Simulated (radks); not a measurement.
Values are calculated unless marked as measured or tabulated.
Question: All-electron atom: Zr XXIII in [Ne] 3s1 3p6 4p1 (not the ground configuration). Code: a radial shooting solver on a logarithmic mesh with Libxc functionals. Model: scalar-relativistic Kohn-Sham, exchange-only B88, spin-unpolarised, spherical densities, point nucleus. Some entries of the table are withheld. Estimate them.

| orbital | occ. | eigenvalue (eV) | <1/r> (bohr^-1) |
|---|---|---|---|
| 1s | 2 | (1) | 41.25 |
| 2s | 2 | (2) | 9.327 |
| 2p | 6 | (3) | 9.072 |
| 3s | 1 | -1174.899 | 3.585 |
| 3p | 6 | -1090.548 | 3.468 |
| 3d | 0 | -971.9347 | 3.304 |
| 4s | 0 | (4) | (5) |
| 4p | 1 | (6) | 1.750 |

Answer: 
(1) 1s eigenvalue (eV): -18774.13
(2) 2s eigenvalue (eV): -3402.984
(3) 2p eigenvalue (eV): -3141.319
(4) 4s eigenvalue (eV): -575.9826
(5) 4s <1/r> (bohr^-1): 1.805
(6) 4p eigenvalue (eV): -542.6829
